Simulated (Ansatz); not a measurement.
**Interaction energy ladder**

The pair of Li⁺ (SMILES [Li+], atom 1) and Si2H6 (SMILES [SiH3][SiH3], atoms 2–9), both closed shells, in one local arrangement (a lower one may exist), relaxed at PBE0-D4/def2-TZVP:

```tsv
atom	x (Å)	y (Å)	z (Å)
Li1	0.0875	-0.0687	-2.1737
Si2	-0.1677	-1.1603	0.4016
Si3	0.1378	1.1838	0.3399
H4	-1.4914	-1.5616	0.9192
H5	-0.1718	-1.5622	-1.0685
H6	0.9772	-1.8785	0.9977
H7	1.4167	1.6202	0.9359
H8	-1.0495	1.9351	0.7957
H9	0.2611	1.4923	-1.1475
```

Program: Ansatz 0.2.0. Basis: def2-TZVPPD, with def2-QZVPPD for the basis limit. Cores are frozen in the correlated methods. The outer core shell of Li, Na, Mg and K is correlated. B3LYP uses VWN-RPA correlation. Extrapolation: Hartree–Fock as exp(−7.88 √X), correlation as X^−2.97. Interaction energies count from these two fragments, frozen as in the pair, with the counterpoise correction; negative means bound.

**Question.** What is the interaction energy by CCSD(T) at an estimated basis limit (MP2 extrapolated from triple and quadruple zeta, plus CCSD(T) − MP2 in triple zeta)? (An estimate is asked for; the value comes from the calculation.)

**Answer.** Computed: -22.42 kcal/mol. Hartree–Fock alone gives -21.32 kcal/mol at the basis limit. It counts from the two fragments frozen as in the pair.

The same quantity by other methods in triple zeta, and each one's difference from that estimate:
```
   method  E_int (kcal/mol)  difference
   PBE-D4            -24.57       -2.15
revPBE-D4            -23.51       -1.08
  BLYP-D4            -24.29       -1.87
r2SCAN-D4            -21.87        0.55
   B97M-V            -22.63       -0.20
  PBE0-D4            -24.16       -1.74
 B3LYP-D4            -24.29       -1.86
 HSE06-D4            -24.17       -1.74
  wB97X-V            -23.13       -0.71
  wB97M-V            -23.25       -0.83
   B2PLYP            -23.29       -0.87
       HF            -20.94        1.48
      MP2            -21.49        0.93
     CCSD            -21.54        0.89
  CCSD(T)            -21.55        0.87
```
Differences are method less estimate.

Energy to bend the free fragments (PBE0-D4 minima) into their shapes in the pair, CCSD(T)/def2-TZVPPD: Si2H6 3.73 kcal/mol. This must be added to the interaction energy to get the binding energy from relaxed fragments.

Basis-set superposition shift (counterpoise-corrected less uncorrected): CCSD(T) 0.31; MP2 0.29; HF 0.03; PBE0-D4 0.04; wB97M-V 0.06 kcal/mol.

The T1 diagnostic stays at or below 0.013.

For scale, one of the runs: CCSD(T)/def2-TZVPPD, 220 basis functions, launched by `ansatz run in.yaml --threads 2 --pin off --events-out ev --progress --plain --max-ram 5222MiB`. Time: 34 s of wall clock on 2 CPU threads; the host was shared. Peak host memory: 3.1 GiB.
